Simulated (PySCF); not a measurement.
# `InChI=1S/C6H5ClFN/c7-3-5-4(1-2-9)6(5)8/h4H,1,3H2/t4-/m1/s1`

Cartesian coordinates in Å; atom numbers follow the order of the lines, from 1:
```xyz
14

N     3.638   -0.984    0.508
C     2.689   -0.461    0.145
C     1.480    0.179   -0.310
C     0.275   -0.731   -0.097
C    -0.490   -0.683    1.179
F    -0.493   -1.052    2.440
C    -1.101   -0.126    0.175
C    -2.180    0.659   -0.415
Cl   -1.580    2.331   -0.753
H     1.589    0.412   -1.374
H     1.349    1.116    0.239
H     0.344   -1.667   -0.645
H    -3.027    0.757    0.264
H    -2.493    0.249   -1.376
```

Theory: PySCF, GIAO HCTH407/STO-3G magnetisability, rotational g tensor and spin-rotation constants, non-relativistic, gas phase. Geometry: GFN2-xTB.

(1) What are the magnetisability and the molar susceptibility?

(2) Split it along the inertial axes a, b, c into diamagnetic and paramagnetic parts about the centre of mass, with the quadrupole moment.

(3) And the rotational g tensor?

## Answers

(1) Isotropic -1342 × 10⁻³⁰ J/T², or -80.8 × 10⁻⁶ cm³/mol; principal values -1456, -1399, -1169 × 10⁻³⁰ J/T², anisotropy 263 × 10⁻³⁰ J/T² (root of half the summed squared differences of the principal values). The susceptibility is in cgs units.

(2) 
```
axis  χ (10⁻⁶ cm³/mol)  diamagnetic (10⁻⁶ cm³/mol)  paramagnetic (10⁻⁶ cm³/mol)  summed x² of all electrons (Å²)  quadrupole Θ (D Å)
   a             -84.0                      -662.5                        578.5                            328.5              -19.11
   b             -77.8                     -1529.1                       1451.4                            124.2               +9.02
   c             -80.6                     -1920.4                       1839.8                             32.0              +10.08
```
Anisotropies 2χaa − χbb − χcc = -9.7 and 2χbb − χaa − χcc = +9.1 × 10⁻⁶ cm³/mol. Θ is traceless in Buckingham's convention.

(3) 
```tsv
axis	rotational constant (GHz)	g	nuclear part	electronic part
a	1.9288	-0.0066	0.5177	-0.5242
b	0.7718	-0.0109	0.5153	-0.5262
c	0.5979	-0.0078	0.5090	-0.5168
```
Asymmetric top; isotopes 12C, 35Cl, 19F, 1H, 14N; no vibrational averaging.
